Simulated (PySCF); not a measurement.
A GIAO shielding run with PySCF (density fitting, non-relativistic, gas phase) on `N[Si@@]1(O[SiH3])CC[Si@@H](O)O1`, C₂H₁₁NO₃Si₃:

```
$ OMP_NUM_THREADS=1 python probes_run.py task.json out

{"job": {"kind": "nmr", "xc": "PBE0", "basis": "pcSseg-1"}, "charge": 0, "multiplicity": 1}
N      1.129008    -1.599654     1.328936
Si     0.614133    -0.496232     0.115979
O      1.956958     0.068119    -0.588164
Si     2.791618     1.363972    -1.081525
C     -0.628107    -1.223601    -1.121292
C     -2.026414    -0.777925    -0.670530
Si    -1.807754     0.900076     0.183968
O     -2.810354     1.007124     1.455562
O     -0.261368     0.762248     0.702348
H      0.474084    -1.871223     2.042903
H      2.047078    -1.474037     1.721084
H      1.898493     2.366873    -1.663209
H      3.699388     0.794966    -2.075382
H      3.499351     1.914830     0.076222
H     -0.424119    -0.815168    -2.112592
H     -0.577617    -2.307142    -1.214336
H     -2.725014    -0.771025    -1.505983
H     -2.415854    -1.495336     0.054885
H     -1.859901     2.089742    -0.658012
H     -2.578757     1.574070     2.186710
```

Hardware: 1 thread of an Arm Neoverse N1, shared host. The job also computes population analyses, field gradients, ring-centre shieldings.

Q: How large is the calculation?

A: 96 electrons, 229 basis functions and 1258 auxiliary functions.

Q: How long does it take, and how much memory does it need?

A: 94 s of wall time, with 14 SCF cycles and 4 response iterations; peak memory 1.1 GiB. Times on a shared host scatter by some tens of per cent.
